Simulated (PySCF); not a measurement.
# Predicted spectroscopic data

Level of theory: shieldings: GIAO PBE0/pcSseg-1, GFN2-xTB geometry, in PySCF 2.14 (one conformer, gas phase, rapidly exchanging positions averaged, non-relativistic Hamiltonian).

δ = σ(ref) − σ, references computed at the same level: TMS for 1H (σ = 31.72 ppm) and 13C (σ = 186.93 ppm). Splittings of carbon signals by F and P are missing where no couplings were computed. Where no couplings were computed, multiplicities follow the n + 1 count of equivalent neighbours, and m marks all less simple cases (inequivalent or close neighbours, rings, F or P nearby). Shifts are as computed. Against solution values, carbons near 30 ppm lie about +3 ppm off and those near 130 ppm about +5 ppm; carbons on Cl a further +6 ppm. Of 1309 compounds with measured shifts, 239 miss one by over three times the rms of a fit or turn the order of signals round; such compounds aren't used in these exercises. Carbons bonded to Cl come out too deshielded.

**1.** `O=C=C(Cl)[SiH2]C[SiH3]`, C3H7ClOSi2. 1H NMR (600 MHz, computed): δ 4.85 (t, 2H), 4.01 (t, 3H), -0.15 (m, 2H). 13C{1H} NMR (computed): δ 195.3, 30.5, -14.1.

**2.** `InChI=1S/C5H3FOSi/c6-8-5-3-1-2-4-7/h4H,8H2`. 1H NMR (600 MHz, computed): δ 9.58 (s, 1H), 5.25 (m, 2H). 13C{1H} NMR (computed): δ 180.8, 102.1, 97.5, 87.7, 77.9.

**3.** SMILES p1coc(C(OC)=O)c1F, C5H4FO3P. 1H NMR (600 MHz, computed): δ 8.83 (m, 1H), 4.26 (s, 3H). 13C{1H} NMR (computed): δ 194.5, 188.8, 163.4, 145.9, 51.7.
